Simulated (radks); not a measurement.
Values are calculated unless marked as measured or tabulated.
The samarium ion Sm+ inside a hard spherical wall (all orbitals vanish at R), configuration held at [Xe] 4f6 6s1 and not refilled when levels cross. Level of theory: scalar-relativistic Kohn-Sham, PBE, spin-polarised, spherical densities, point nucleus; open shells are filled with parallel spins first (spin-orbit coupling, left out, can overturn this in heavy ions) (a radial shooting solver on a logarithmic mesh with Libxc functionals). Eigenvalues in eV for spin up, with the zero of energy where the potential of the charges vanishes at infinity; a dash marks a level that is unbound or too diffuse for the functional's potential to be trusted. A positive occupied level is held by the wall or, in an anion where self-interaction has pushed it up, behind a barrier. The pressure on the wall is -dE/dV.

| R (bohr) | E (hartree) | kinetic (hartree) | e(5s) | e(5p) | e(4f) | e(6s) | e(5d, empty) | e(6p, empty) | pressure (GPa) |
|---|---|---|---|---|---|---|---|---|---|
| free | -10427.2286 | 11146.923 | -50.334 | -30.075 | -9.798 | -8.801 | -7.628 | -5.592 | 0 |
| 20 | -10427.2286 | 11146.923 | -50.334 | -30.075 | -9.798 | -8.801 | -7.628 | -5.592 | < 0.0001 |
| 15 | -10427.2286 | 11146.923 | -50.334 | -30.075 | -9.798 | -8.801 | -7.628 | -5.591 | < 0.0001 |
| 8 | -10427.2239 | 11146.963 | -50.155 | -29.902 | -9.621 | -8.589 | -7.464 | -4.983 | 0.197 |
| 7 | -10427.2141 | 11147.025 | -49.930 | -29.686 | -9.395 | -8.221 | -7.234 | -4.198 | 0.769 |
| 5 | -10427.0945 | 11147.586 | -48.586 | -28.424 | -7.968 | -4.576 | -5.467 | 1.909 | 14.6 |
| 4 | -10426.7603 | 11149.071 | -46.341 | -26.257 | -5.341 | 3.678 | -1.920 | 13.614 | 93.8 |
| 3.5 | -10426.2594 | 11151.288 | -43.751 | -23.574 | -2.164 | 13.907 | 2.374 | 26.852 | 286 |
| 2.5 | -10421.5724 | 11170.009 | -27.040 | -4.241 | 17.193 | 80.514 | 30.503 | 104.44 | 4240 |
| 2 | -10410.6722 | 11208.110 | 3.769 | 32.517 | 45.375 | 191.03 | 79.208 | 225.05 | 22400 |
| 1.5 | -10367.8626 | 11344.913 | 113.33 | 158.44 | 116.82 | 507.56 | 228.10 | 556.96 | 176000 |
